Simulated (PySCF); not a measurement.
Compound: C5H3FO2.
Geometry (GFN2-xTB, Å), atoms numbered from 1 in this order:
```
atom  x, y, z in Å
O1     2.3816   -1.2292    0.6185
C2     1.8351   -0.2864    0.1589
F3     2.5904    0.7515   -0.3301
C4     0.4230   -0.0114    0.0086
C5    -0.6543   -0.8610    0.4044
C6    -1.7857   -0.1927    0.0683
O7    -1.4888    0.9930   -0.4996
C8    -0.1683    1.1051   -0.5372
H9    -0.5635   -1.8201    0.8680
H10   -2.8232   -0.4397    0.1743
H11    0.2591    1.9934   -0.9601
```

Method: TDDFT B3LYP/def2-SVPD, vertical, gas phase, core orbitals frozen in the response in PySCF 2.14.0, density-fitted response routines.

Computed states:

```tsv
state	E (eV)	f
S1	5.04	0.058
S2	5.43	0.0000
S3	6.29	0.096
S4	6.74	0.458
S5	6.80	0.0014
S6	7.52	0.0006
S7	7.54	0.022
S8	7.70	0.077
```

Broadening: Gaussians 0.3 eV wide at half height, area fixed by f = 4.319×10⁻⁹ ∫ε dν̃. The width is an assumption, not a result. The curve ends short of the highest state used, and states not computed would add to its high-energy end.

Question: Give the broadened spectrum and its maxima.

Answer: 
(E (eV), ε (L mol⁻¹ cm⁻¹)): (4.59, 9), (4.67, 70), (4.74, 304), (4.81, 969), (4.88, 2286), (4.95, 3987), (5.02, 5142), (5.10, 4752), (5.17, 3210), (5.24, 1604), (5.31, 594), (5.38, 164), (5.45, 35), (5.53, 6), (5.60, 2), (5.67, 1), (5.74, 1), (5.81, 7), (5.88, 50), (5.96, 308), (6.03, 1095), (6.10, 2874), (6.17, 5581), (6.24, 8028), (6.31, 8646), (6.39, 7280), (6.46, 7326), (6.53, 12355), (6.60, 23442), (6.67, 35943), (6.74, 41316), (6.82, 33560), (6.89, 20256), (6.96, 9043), (7.03, 2987), (7.10, 735)

Maxima: 246 nm (5.04 eV), ε about 5200, made up of S1 (100%); 197 nm (6.29 eV), ε about 8700, made up of S3 (99%); 184 nm (6.74 eV), ε about 41000, made up of S4 (100%) (ε in L mol⁻¹ cm⁻¹; maxima over ε = 5, shares over 10%).

Question: Coming from long wavelengths, where does ε first pass 100 L mol⁻¹ cm⁻¹?

Answer: At about 265 nm (4.69 eV), 0.36 eV below S1.

Question: What would ε be at 6.74 eV, the highest of these maxima, with half the width (0.15 eV)?

Answer: About 82500 L mol⁻¹ cm⁻¹ against 41300, a factor of about 2.00; a lone state at its own centre would give exactly 2.

Question: On this curve, what absorbance would a 10⁻⁵ mol/L sample give at 248 nm over a 1 cm path?

Answer: 248 nm is 4.999 eV, where ε is about 4900 L mol⁻¹ cm⁻¹, so A = ε c l ≈ 0.049 (Beer–Lambert, with the gas-phase spectrum and the assumed width).

On an Arm Neoverse N1 with one thread, no GPU (shared host), this took 46 s.

One conformer stands for the species.
